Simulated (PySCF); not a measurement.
## Radial density of Mg⁺ (magnesium, charge +1)

MN15, [Ne] 3s1, 2S determinant. All numbers are calculated (PySCF 2.14, no relativity, point nucleus, in def2-TZVP (5s4p3d, 32 functions)).

```
r (bohr)  4πr²ρ (e/bohr)  4πr²(ρα − ρβ)
 0.00255         0.08392         0.0001
 0.00430          0.2287         0.0004
 0.00723          0.6010         0.0011
  0.0122           1.513         0.0027
  0.0204           3.507         0.0061
  0.0344           7.127         0.0119
  0.0578           11.57         0.0175
  0.0973           13.15         0.0125
   0.164           9.391        -0.0065
   0.275           7.651         0.0047
   0.463           10.94         0.0495
   0.779           7.744         0.0099
    1.31           1.713         0.1112
    2.20          0.4603         0.3931
    3.71          0.2231         0.2229
    6.23        0.008872         0.0089
    10.5       2.387e-05         0.0000
```

(1) Where is the radial spin density 4πr²(ρα − ρβ) most negative, and why is it negative at all?

Answers

(1) Around r = 0.164 bohr, down to -0.0065 e/bohr: exchange with the open shell polarises the paired shells in an unrestricted calculation.
